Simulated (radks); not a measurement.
Initial-state core-level shifts of the platinum ion Pt2+ when its valence configuration changes from [Xe] 4f14 5d8. Calculated with a radial shooting solver on a logarithmic mesh with Libxc functionals: non-relativistic Kohn-Sham, r2SCAN, spin-polarised, spherical densities, point nucleus; open shells are filled with parallel spins first (spin-orbit coupling, left out, can overturn this in heavy ions); meta-GGA in the generalised Kohn-Sham scheme; relativity is left out, which matters for an element this heavy. Shifts are changes of the shell-averaged eigenvalues in eV (positive: less bound); the change of the density at the nucleus, which sets a Mossbauer isomer shift, is in e/bohr^3, on a base of 3.403e+05.

valence	1s	3d	5s	5p	density at nucleus
4f13.5 5d8 6p0.5	-9.517	-10.927	-4.636	-4.227	+12.64
4f14 5d7 6s1	-4.732	-4.814	-4.323	-4.110	+27.74
4f13 5d9	-13.089	-15.876	-3.608	-3.004	+22.25
4f13 5d8 6p1	-19.219	-22.080	-9.279	-8.462	+25.67
4f13 5d8 6s1	-18.046	-20.913	-8.105	-7.295	+50.21
4f14 5d7.5 6p0.5	-2.957	-2.994	-2.768	-2.662	+1.60
4f13 5d6 6s2 6p1	-29.535	-32.554	-18.260	-16.975	+88.82
4f12 5d10	-26.554	-32.278	-7.111	-5.919	+45.38
4f14 5d6 6s2	-9.751	-9.907	-8.792	-8.348	+56.40
